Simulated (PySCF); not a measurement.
BF₃, charge +1, doublet, at a GFN2-xTB geometry (a state made from the parent by changing its charge; the spin is typed, not shown lowest), atoms displaced at random by about 0.08 Å a coordinate; PBE0/cc-pVDZ, gradient in PySCF.

Input for PySCF:
```python
from pyscf import gto, scf, dft

mol = gto.M(
    atom='''
B    -0.05218726   -0.03300812   -0.16800771
F    -0.91427605   -0.93280792   -0.02943810
F    -0.04161987    1.24032412   -0.50738048
F     1.06068224   -0.52116523    0.47946218
''',
    basis='cc-pvdz',
    charge=1,
    spin=1,
    verbose=4,
)

mf = dft.UKS(mol)
mf.xc = 'pbe0'
mf.kernel()
g = mf.nuc_grad_method()
grad = g.kernel()
```

The log (banner, timings and long lists left out):

```
PySCF version 2.14.0

[INPUT] verbose = 4
[INPUT] num. atoms = 4
[INPUT] num. electrons = 31
[INPUT] charge = 1
[INPUT] spin (= nelec alpha-beta = 2S) = 1
[INPUT] symmetry False subgroup None
[INPUT] Mole.unit = angstrom
[INPUT] Symbol           X                Y                Z      unit          X                Y                Z       unit  Magmom
[INPUT]  1 B     -0.052187260000  -0.033008120000  -0.168007710000 AA   -0.098619628591  -0.062376306687  -0.317488558715 Bohr   0.0
[INPUT]  2 F     -0.914276050000  -0.932807920000  -0.029438100000 AA   -1.727731336749  -1.762751495625  -0.055629946628 Bohr   0.0
[INPUT]  3 F     -0.041619870000   1.240324120000  -0.507380480000 AA   -0.078650155640   2.343872892492  -0.958810148150 Bohr   0.0
[INPUT]  4 F      1.060682240000  -0.521165230000   0.479462180000 AA    2.004398938790  -0.984859550346   0.906052207287 Bohr   0.0

nuclear repulsion = 111.524873813332
number of shells = 20
number of NR pGTOs = 104
number of NR cGTOs = 56
basis = cc-pvdz
ecp = {}

******** <class 'pyscf.dft.uks.UKS'> ********
method = UKS
initial guess = minao
damping factor = 0
level_shift factor = 0
DIIS = <class 'pyscf.scf.diis.CDIIS'>
diis_start_cycle = 1
diis_space = 8
diis_damp = 0
SCF conv_tol = 1e-09
SCF conv_tol_grad = None
SCF max_cycles = 50
direct_scf = True
direct_scf_tol = 1e-13
number electrons alpha = 16  beta = 15
XC library pyscf.dft.libxc version 7.1.2
    S. Lehtola, C. Steigemann, M. J. T. Oliveira, and M. A. L. Marques,  SoftwareX 7, 1–5 (2018)
XC functionals = pbe0
    C. Adamo and V. Barone,  J. Chem. Phys. 110, 6158 (1999)
    M. Ernzerhof and G. E. Scuseria,  J. Chem. Phys. 110, 5029 (1999)
radial grids:
    Treutler-Ahlrichs [JCP 102, 346 (1995); DOI:10.1063/1.469408] (M4) radial grids

becke partition: Becke, JCP 88, 2547 (1988); DOI:10.1063/1.454033
pruning grids: <function nwchem_prune>
grids dens level: 3
symmetrized grids: False
atomic radii adjust function: <function treutler_atomic_radii_adjust>
small_rho_cutoff = 0
Set gradient conv threshold to 3.16228e-05
tot grids = 56832
init E= -324.647665531186

cycle= 1 E= -323.630504816707  delta_E= 1.02  |g|= 0.374  |ddm|= 1.53
cycle= 2 E= -323.46027299885  delta_E= 0.17  |g|= 0.787  |ddm|= 0.788
cycle= 3 E= -323.662631300455  delta_E= -0.202  |g|= 0.275  |ddm|= 0.628
cycle= 4 E= -323.689079978985  delta_E= -0.0264  |g|= 0.0462  |ddm|= 0.171
cycle= 5 E= -323.689662569194  delta_E= -0.000583  |g|= 0.0252  |ddm|= 0.0281
cycle= 6 E= -323.689849228002  delta_E= -0.000187  |g|= 0.0122  |ddm|= 0.0147
cycle= 7 E= -323.689887833332  delta_E= -3.86e-05  |g|= 0.00909  |ddm|= 0.011
cycle= 8 E= -323.689917695809  delta_E= -2.99e-05  |g|= 0.00372  |ddm|= 0.00675
cycle= 9 E= -323.68992376572  delta_E= -6.07e-06  |g|= 0.000593  |ddm|= 0.00352
cycle= 10 E= -323.689924027061  delta_E= -2.61e-07  |g|= 0.000113  |ddm|= 0.000937
cycle= 11 E= -323.689924073982  delta_E= -4.69e-08  |g|= 9.12e-05  |ddm|= 0.000405
cycle= 12 E= -323.689924118184  delta_E= -4.42e-08  |g|= 5.52e-05  |ddm|= 0.000521
cycle= 13 E= -323.689924151991  delta_E= -3.38e-08  |g|= 2.61e-05  |ddm|= 0.000642
cycle= 14 E= -323.689924161695  delta_E= -9.7e-09  |g|= 1.87e-05  |ddm|= 0.000423
cycle= 15 E= -323.689924163063  delta_E= -1.37e-09  |g|= 8.67e-06  |ddm|= 0.00016
cycle= 16 E= -323.689924163238  delta_E= -1.76e-10  |g|= 7.26e-06  |ddm|= 3.91e-05
Extra cycle  E= -323.689924163205  delta_E= 3.3e-11  |g|= 1.39e-05  |ddm|= 1.3e-05
converged SCF energy = -323.689924163205  <S^2> = 0.75473677  2S+1 = 2.0047312

******** <class 'pyscf.grad.uks.Gradients'> for <class 'pyscf.dft.uks.UKS'> ********
unit = Eh/Bohr
grid_response = False
--------------- UKS gradients ---------------
         x                y                z
0 B    -0.0257396774    -0.0765706922     0.0003858949
1 F     0.0456099815     0.0399364050     0.0038549592
2 F     0.0008768564     0.0325114558    -0.0008065127
3 F    -0.0209900273     0.0040881201    -0.0036243037
----------------------------------------------
```
